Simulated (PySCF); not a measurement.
# How methods differ on the ionisation energy of Pd

Pd [Kr] 4d10 → Pd+ [Kr] 4d9 [4d3/2^4 4d5/2^5, M_J = 5/2], as a difference of total energies. All numbers are calculated (PySCF 2.14, the two-component X2C-1e Hamiltonian, in x2c-SVPall-2c (6s8p6d1f, 67 functions)). Correlated levels: [Ar] 3d10 frozen; the 6 highest virtual spinors dropped. "Screened" scales the spin-orbit matrix elements by Boettger's factors to mimic the two-electron term; Breit and QED terms are absent.

```json
{"method": "GHF (spin-free)", "ionisation energy (eV)": "6.408", "error (eV)": "-1.929"}
{"method": "GMP2 (spin-free)", "ionisation energy (eV)": "8.245", "error (eV)": "-0.092"}
{"method": "GHF (screened spin-orbit)", "ionisation energy (eV)": "6.235", "error (eV)": "-2.102"}
{"method": "GMP2 (screened spin-orbit)", "ionisation energy (eV)": "8.061", "error (eV)": "-0.276"}
```

Reference: 8.337 eV (measured; NIST Atomic Spectra Database, ionization energies).

The spin-free rows lack the spin-orbit shift.

Errors of the correlated levels include the incompleteness of this basis and the frozen core.
